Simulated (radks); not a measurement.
Values are calculated unless marked as measured or tabulated.
Task: All-electron atom: Pt V in [Xe] 4f14 5d6 (the NIST ground configuration). Level of theory: Dirac Kohn-Sham, PBE, spin-unpolarised, spherical densities, point nucleus; open shells fill j = l - 1/2 first (a radial shooting solver on a logarithmic mesh with Libxc functionals). Some entries of the table are withheld. Estimate them.

orbital  occ.  eigenvalue (eV)  <1/r> (bohr^-1)  <r^2> (bohr^2)
1s1/2       2        -78365.78            94.03       0.0004059
2s1/2       2        -13798.00            23.06        0.006142
2p1/2       2        -13224.62            23.00        0.004356
2p3/2       4        -11495.39            18.86        0.005547
3s1/2       2        -3279.773            8.463         0.03993
3p1/2       2        -3022.884            8.373         0.03647
3p3/2       4        -2642.736            7.295         0.04292
3d3/2       4              (1)            7.192         0.03298
3d5/2       6              (2)            6.945         0.03474
4s1/2       2              (3)            3.575          0.1945
4p1/2       2        -635.8346            3.464          0.1989
4p3/2       4        -545.2965            3.090          0.2321
4d3/2       4        -367.1406            2.885          0.2466
4d5/2       6        -350.3051            2.798          0.2586
5s1/2       2        -151.8766            1.442           1.005
4f5/2       6        -122.7265              (4)          0.3184
4f7/2       8        -119.2664              (5)          0.3276
5p1/2       2        -116.8319            1.320           1.177
5p3/2       4        -101.4192            1.189           1.394
5d3/2       4         -53.5190              (6)           2.286
5d5/2       2         -51.7419              (7)           2.411

Result: 
(1) 3d3/2 eigenvalue (eV): -2215.910
(2) 3d5/2 eigenvalue (eV): -2133.991
(3) 4s1/2 eigenvalue (eV): -744.7613
(4) 4f5/2 <1/r> (bohr^-1): 2.410
(5) 4f7/2 <1/r> (bohr^-1): 2.375
(6) 5d3/2 <1/r> (bohr^-1): 0.9189
(7) 5d5/2 <1/r> (bohr^-1): 0.8915
